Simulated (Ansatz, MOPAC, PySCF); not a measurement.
Constitutional and geometric isomers with formula CH3NO. Isolated molecules, 0 K electronic values unless said otherwise. One relaxed conformer stands for each flexible species; it need not be the lowest. Strings in code marks are SMILES.

Quantity: vertical ionisation energy (energy after one electron is removed minus that of the parent at the parent's geometry), in eV.

Level 1: PBE-D3(BJ)/def2-TZVP // CAM-B3LYP-D3(BJ)/def2-TZVP (PySCF)
Level 2: minus the HOMO energy of AM1 // CAM-B3LYP-D3(BJ)/def2-TZVP (MOPAC)
Level 3: minus the HOMO energy of PM3 // CAM-B3LYP-D3(BJ)/def2-TZVP (MOPAC)
Level 4: HF/cc-pVQZ // CAM-B3LYP-D3(BJ)/def2-TZVP (Ansatz, a quantum-chemistry and plane-wave program)

| species | level 2 | level 3 | level 4 |
|---|---|---|---|
| `NC=O` | 10.72 | 9.97 | 8.78 |
| `[H]/N=C/O` (N–C–O–H torsion 0°) | 11.14 | 10.65 | 9.60 |

**Question.** What does level 1 give for each?

**Answer.** 
- `NC=O`: 10.19
- `[H]/N=C/O` (N–C–O–H torsion 0°): 10.79
